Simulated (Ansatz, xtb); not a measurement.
# F3GeH3Sn: where a starting geometry ends

The starting geometry of this gas-phase singlet has its atoms placed at random.

```xyz
8

F     0.1339    1.8127   -0.2113
F    -0.7310    1.0990   -1.3081
F     1.7264   -1.1756    0.1005
Ge   -1.3537    0.4662    0.8718
Sn    0.2174   -1.5483    0.8788
H     0.8061   -1.1750   -0.9309
H    -1.0191    1.8734   -0.6212
H     0.9139   -0.2314    1.9418
```

Question: Guess where an optimisation with r2SCAN-D4/def2-SVP ends from this start.

Answer: It loosens into F2GeH2Sn + FH, which stay close as a complex. Distances that change by over a tenth: F2–H7 (1.07 → 0.94 Å), F3–Sn5 (1.74 → 2.25 Å), Sn5–H8 (1.83 → 2.02 Å). Contacts that open: Sn5–H6 (1.94 → 2.64 Å). Contacts that close: F1–Ge4 (2.28 → 2.01 Å), F3–H6 (1.38 → 1.03 Å), Ge4–H8 (2.60 → 1.81 Å).

The energy falls by 12.42 eV over 24 steps:

| step | E − E(last) (eV) |
| --- | --- |
| 1 | 12.423 |
| 4 | 2.131 |
| 6 | 1.311 |
| 9 | 0.821 |
| 11 | 0.366 |
| 14 | 0.038 |
| 16 | 0.013 |
| 19 | 0.004 |
| 21 | 0.001 |
| 24 | 0.000 |

Final geometry (Å):

```xyz
8

F     0.5127    1.0914   -0.1205
F    -1.5489    1.2142   -1.5640
F     1.6031   -0.9308   -0.3095
Ge   -0.9460    0.5398    1.1409
Sn    0.1453   -1.9397    1.0755
H     1.2219    0.0307   -0.3204
H    -0.6545    1.3490   -1.3159
H     0.3605   -0.2337    2.1352
```

From the same start GFN2-xTB ends elsewhere, in pieces: F2GeH2Sn + FH.

From so rough a start the end depends on the optimiser's path, so another program may land elsewhere. No frequencies were run, so the end isn't proven a minimum. Atoms past krypton carry core potentials, without spin–orbit terms. Run with Ansatz 0.2.0, 85 s on 2 threads of Intel(R) Xeon(R) Platinum 8259CL CPU @ 2.50GHz (Skylake/Cascade Lake), on a shared host.
